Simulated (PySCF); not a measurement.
C7H6ClOP.
Bonds: C1–C2, C2–O3 (double), C2–C4, C4–C5 (aromatic), C5–C6 (aromatic), C6–P7 (aromatic), P7–C8 (aromatic), C8–Cl9, C8–C10 (aromatic), C4–C10 (aromatic). Hydrogens: H11, H12, H13 on C1; H14 on C5; H15 on C6; H16 on C10.

NICS = −σ at a ghost point: NICS(0) at the centroid of the ring atoms, NICS(1) 1 Å to either side along the normal of their mean plane, zz for the tensor component along that normal. Level: GIAO PBE0/pcSseg-1 (PySCF, non-relativistic, gas phase) on the GFN2-xTB geometry, one conformer.

Ring bond lengths (Å), with Mayer bond orders in brackets: C4–C5 1.398 (1.41), C5–C6 1.373 (1.47), C6–P7 1.736 (1.28), P7–C8 1.746 (1.23), C8–C10 1.377 (1.36), C10–C4 1.394 (1.37).

Problem. What do the NICS probes read (ppm)?

Solution. 
| ring | type | NICS(0) | NICS(1), two faces | NICS(1)zz, two faces | rms pucker (Å) | centre to ring atoms, mean (Å) |
| --- | --- | --- | --- | --- | --- | --- |
| C4–C5–C6–P7–C8–C10 | 6-membered ring with P; formal bonds all aromatic | -7.6 | -10.3 / -10.3 | -24.1 / -24.1 | 0.00 | 1.49 |

Problem. What can be read from them?

Solution. 
- C4–C5–C6–P7–C8–C10: mean NICS(1)zz -24.1 ppm, shielded.

Problem. And the bond-length index? HOMA takes Krygowski's 1993 parameters.

Solution. 
- C4–C5–C6–P7–C8–C10: HOMA 0.90; the largest term is that of P7–C8, α(R − Ropt)² = 0.28.

Problem. At the second NICS(1) probe listed for ring C4–C5–C6–P7–C8–C10, 1 Å off the ring, how large is the induced field along the normal in 9.4 T applied along it?

Solution. NICSzz × B0 = -24.1 ppm × 9.4 T = -227 μT, against the applied field.

The values belong to the conformer `[CH3:1][C:2](=[O:3])[c:4]1[cH:5][cH:6][p:7][c:8]([Cl:9])[cH:10]1`: C1–C2–C4–C5 179°.
